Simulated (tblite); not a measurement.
C6H8NO (doublet state).
SMILES with atom numbers: `[CH3:1][C@H:2]1[CH:3]=[C:4]([C:5]([NH:6])=[O:7])[CH2:8]1` (hydrogens: H9, H10, H11 on C1; H12 on C2; H13 on C3; H14 on N6; H15, H16 on C8)

Structure optimised with GFN2-xTB, isolated species. This method treats the open shell by occupation alone, without spin polarisation.

List the bond lengths, angles and torsions at this level.

```
                 bond  length (Å)
                C1–C2       1.519
                C2–C3       1.507
                C3=C4       1.339
                C4–C5       1.459
                C5–N6       1.306
                C5=O7       1.245
                C4–C8       1.505
                C2–C8       1.557
C1–H9, C1–H10, C1–H11       1.088
               C2–H12       1.092
               C3–H13       1.074
               N6–H14       1.014
               C8–H15       1.087
               C8–H16       1.087
```

Bonds in one row agree within 0.01 Å and their mean is given. A selection of angles:
```
     angle  degrees
  C2–C1–H9    110.3
 H9–C1–H10    108.7
  C1–C2–C3    116.0
  C1–C2–C8    116.2
 C1–C2–H12    110.4
  C3–C2–C8     86.4
 C3–C2–H12    113.0
 C8–C2–H12    113.0
  C2–C3–C4     93.4
 C2–C3–H13    132.2
 C4–C3–H13    134.5
  C3–C4–C5    134.8
  C3–C4–C8     94.9
  C5–C4–C8    130.2
  C4–C5–N6    117.7
  C4–C5–O7    125.0
  N6–C5–O7    117.3
 C5–N6–H14    115.6
 C4–C8–H15    114.8
 C4–C8–H16    115.2
  C2–C8–C4     85.2
 C2–C8–H15    114.8
 C2–C8–H16    115.8
H15–C8–H16    109.5
```

Dihedral angles: C1–C2–C3–C4 118° (anticlinal); C2–C3–C4–C5 179° (antiperiplanar); C3–C4–C5–N6 -179° (antiperiplanar); C3–C4–C8–C2 0° (synperiplanar); C1–C2–C8–C4 -118° (anticlinal); H14–N6–C5–C4 180° (antiperiplanar).

C4 (carbon bonded to 3 C) is planar (angles 134.8°, 130.2° and 94.9°, sum 360.0°, 0.00 Å off the plane of its three neighbours). C5 (carbon bonded to C, N and O) is planar (angles 125.0°, 117.7° and 117.3°, sum 360.0°, 0.00 Å off the plane of its three neighbours). C3 (carbon bonded to 2 C and H) is planar (angles 134.5°, 132.2° and 93.4°, sum 360.0°, 0.00 Å off the plane of its three neighbours). The 6 C–C bonds span 1.339 Å (C3=C4, drawn double) to 1.557 Å (C2–C8, drawn single), a spread of 0.218 Å. The 4-membered ring C2–C3–C4–C8 has internal angles of 85.2° to 94.9°; it is planar, 0.00 Å rms from its mean plane, widest ring torsion 0°.

Point group: C1 (no symmetry element, even within 0.4 Å). Its GFN2-xTB frequencies are all real (lowest 63 cm⁻¹). Torsions: C3–C4–C5–N6 -179°, C4–C5–N6–H 180°. 2 starts were optimised and ended at 0.00 and 0.46 kcal/mol (GFN2-xTB); the lowest of these is shown.

Time: 0.2 s of wall time. Hardware: an Arm Neoverse V2 with one thread, no GPU, shared host with 96 logical CPUs at a one-minute load of 48. That covers the optimisation of the geometry.

One conformer stands for the species.

All values are computed, not measured.
